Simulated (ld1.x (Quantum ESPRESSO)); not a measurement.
Configuration tests for Pt (TM)

platinum, norm-conserving Troullier–Martins (Kleinman–Bylander form), made with ld1.x (Quantum ESPRESSO) 7.5 (LDA (PZ), scalar-relativistic). Core [Kr] 4d10 4f14 5s2, reference 5p6 5d9 6s1 6p0. Waves: 6s (bound): rc 2.05 bohr; 5p (bound): rc 1.10 bohr; 5d (bound): rc 2.30 bohr. Local part: all-electron potential smoothed inside 1.00 bohr (lloc = -1). Core correction: none.

Energies are relative to the spin-unpolarised reference configuration 5p6 5d9 6s1 6p0; without spin polarisation the order of configurations can differ from experiment. Spin-polarised rows fill each open shell by Hund’s rule, majority spin first.

Question: Give the all-electron excitation energy and the error of the potential for: 5p6 5d9 6s0 6p0; 5p6 5d8 6s0 6p0; 5p6 5d7 6s0 6p0; 5p6 5d9 6s0 6p1; 5p5 5d9 6s1 6p0; 5p6 5d10 6s0 6p0; 5p6 5d6 6s0 6p0; 5p6 5d9 6s1 6p0 (spin-polarised); 5p6 5d9 6s0 6p0 (spin-polarised).

Answer:

```csv
valence configuration,charge,ΔE all-electron (eV),error AE − PS (meV)
5p6 5d9 6s0 6p0,+1,9.545,-9.5
5p6 5d8 6s0 6p0,+2,29.804,-1.2
5p6 5d7 6s0 6p0,+3,62.315,+21
5p6 5d9 6s0 6p1,0,5.185,+67
5p5 5d9 6s1 6p0,+1,62.439,-139
5p6 5d10 6s0 6p0,0,0.054,-12
5p6 5d6 6s0 6p0,+4,108.263,+71
5p6 5d9 6s1 6p0 (spin-polarised),0,-0.379,+28
5p6 5d9 6s0 6p0 (spin-polarised),+1,9.416,+10
```

Levels in the configuration 5p5 5d9 6s1 6p0:

| level | all-electron (eV) | pseudo (eV) |
| --- | --- | --- |
| 5p | -69.114 | -69.254 |
| 5d | -17.663 | -17.701 |
| 6s | -14.528 | -14.463 |

Note: ghost states, extra bound levels that the all-electron valence spectrum of the same l lacks: s at -432.2 eV, s at -38.4 eV. A true bound ghost makes a file unfit for plane-wave use.
